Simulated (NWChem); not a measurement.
System: CH4GeN2O; SMILES N#C[O][GeH2][NH2]

```xyz
9

N      0.4224    -2.8369     0.1715
C     -0.1193    -1.8724    -0.1932
O     -0.7099    -0.8209    -0.6029
Ge    -0.2918     0.8421     0.1390
N      1.4782     1.1427     0.1041
H     -1.0429     1.7611    -0.8166
H     -0.7790     0.7540     1.5849
H      1.9313     1.2326    -0.7999
H      2.0588     0.6095     0.7445
```
Atoms are numbered in this order, from 1.

Structure relaxed at the PBE0/def2-SVP level.

### Question
Give the principal values of the shielding tensors (ppm) of N1, C2, O3, Ge4, N5 from BHandHLYP/pcSseg-1, GIAO (NWChem), with their diamagnetic and paramagnetic parts as GIAO splits them.

### Answer
```csv
atom,σ11,σ22,σ33,isotropic,diamagnetic,paramagnetic
N1,-67.0,-30.0,336.6,79.8,336.1,-256.2
C2,-49.5,-48.4,287.8,63.3,258.4,-195.1
O3,220.3,256.2,329.9,268.8,402.0,-133.2
Ge4,1290.5,1406.7,1433.8,1377.0,2756.5,-1379.5
N5,210.8,234.3,263.9,236.3,321.0,-84.6
```
